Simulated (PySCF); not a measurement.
**From computed data to an observable: entropy of an ideal gas**

Si(H)(Cl)2(OH) (Cl₂H₂OSi), SMILES O[SiH](Cl)Cl.

The structure is a stationary point at PBE0-D3(BJ)/def2-SVP. One conformer was computed; it need not be the lowest.

PBE0-D3(BJ)/def2-SVP run with PySCF gives the harmonic wavenumbers 179, 184, 295, 306, 524, 597, 771, 811, 865, 952, 2348, 3926 cm⁻¹ and the rotational temperatures 0.2189, 0.1172, 0.0830 K. The molar mass is 117.00 g/mol, the symmetry number 1, the spin multiplicity 1.

Work out the entropy at 298.15 K and 1 atm in the rigid-rotor, harmonic-oscillator model.


Translation (Sackur–Tetrode at 1 atm): S = R[1.5 ln M + 2.5 ln T − 1.16487] = 168.1 J/(mol K).
Rotation: q = (√π/σ) T^1.5/√(θA θB θC) = 198000, S = R[ln q + 3/2] = 113.9 J/(mol K).
Vibration: with u = 1.4388 ν/T, each mode gives R[u/(e^u − 1) − ln(1 − e^−u)]:
```tsv
ν (cm⁻¹)	modes	u	S (J/(mol K))
179	1	0.86	9.79
184	1	0.89	9.57
295	1	1.42	6.05
306	1	1.48	5.79
524	1	2.53	2.51
597	1	2.88	1.90
771	1	3.72	0.97
811	1	3.91	0.83
865	1	4.17	0.67
952	1	4.59	0.47
```
The stiffer modes add less than 0.005 each. Sum 38.6 J/(mol K).
Spin: R ln 1 = 0.0 J/(mol K).
Total 320.6 J/(mol K); the program's own thermochemistry gives 320.6. Translation makes up 52 % and vibration 12 %. Anharmonicity, hindered rotation and orbital degeneracy are left out.
